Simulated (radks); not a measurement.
Coulomb parameter of the 4f shell of the cerium ion Ce+ in the model configuration [Xe] 4f2 5d1, as a second difference U = [E(n + 1) + E(n - 1) - 2 E(n)] / (1)^2 with all orbitals relaxed. "Bare": the charge of the atom changes with n. "Screened": the 5d shell takes up the change at fixed total charge, which measures U(4f,4f) + U(5d,5d) - 2 U(4f,5d). Calculated with a radial shooting solver on a logarithmic mesh with Libxc functionals: scalar-relativistic Kohn-Sham, LDA (Slater exchange, Perdew-Wang correlation), spin-unpolarised, spherical densities, point nucleus.

| case | configuration | E - E(n) (eV) |
|---|---|---|
| start | [Xe] 4f2 5d1 | 0.000 |
| bare +1 | [Xe] 4f3 5d1 | -1.538 |
| bare -1 | [Xe] 4f1 5d1 | 11.340 |
| screened +1 | [Xe] 4f3 | 2.543 |
| screened -1 | [Xe] 4f1 5d2 | 0.238 |

U(bare) = 9.802 eV, U(screened by 5d) = 2.781 eV, against the Slater integral F0(4f,4f) = 20.305 eV with frozen orbitals.
